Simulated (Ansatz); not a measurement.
Relaxation of H$_{9}$NO$_{2}$Si (13 atoms, charge 0, multiplicity 1), to a largest force component of 0.03 eV/Å in at most 50 steps.

Theory: RKS B3LYP-D4/6-31G* (Ansatz 0.2.0).

```xyz
13
Properties=species:S:1:pos:R:3
Si -1.082 -0.860 0.361
H 1.296 -0.061 1.437
H -2.483 -1.355 0.308
H -0.368 -1.547 1.468
N -1.193 0.836 0.544
H 0.964 0.643 -1.385
O -0.239 -1.255 -1.102
H 1.565 0.366 0.960
O 1.408 1.438 -1.041
H -2.037 1.290 0.217
H -0.376 1.421 0.395
H 0.191 -2.124 -1.087
H 2.353 1.210 -1.074
```

Problem. Where does it end, and by what steps?

Solution. The run converged. The force dipped under the threshold on the way, but the program's further checks kept it going. After 15 steps the energy has fallen by 0.233 eV; H2 moved furthest, 1.41 Å.

```
step  energy less start (eV)  largest force component (eV/Å)  accepted
   0                  0.0000                           1.575       yes
   1                 -0.1286                           0.553       yes
   2                 -0.1757                           0.606       yes
   3                 -0.2064                           0.234       yes
   4                 -0.2209                           0.103       yes
   5                 -0.2248                           0.190       yes
   6                 -0.2273                           0.159       yes
   7                 -0.2296                           0.129       yes
   8                 -0.2303                           0.203       yes
   9                 -0.2312                           0.071       yes
  10                 -0.2311                           0.049        no
  11                 -0.2316                           0.025       yes
  12                 -0.2320                           0.033       yes
  13                 -0.2323                           0.044       yes
  14                 -0.2324                           0.041       yes
  15                 -0.2325                           0.029       yes
```

```xyz
13
Properties=species:S:1:pos:R:3
Si -1.269 -0.845 0.186
H 2.615 0.189 1.874
H -2.632 -1.423 0.046
H -0.557 -1.484 1.327
N -1.456 0.839 0.407
H 0.817 0.394 -1.226
O -0.335 -1.159 -1.192
H 2.219 0.458 1.303
O 1.208 1.218 -0.871
H -2.255 1.300 -0.010
H -0.622 1.420 0.347
H 0.102 -2.024 -1.203
H 2.164 1.117 -0.988
```

Run time: 29 s on 2 threads of Arm Neoverse V2, on a shared host, peak memory 0.17 GiB.
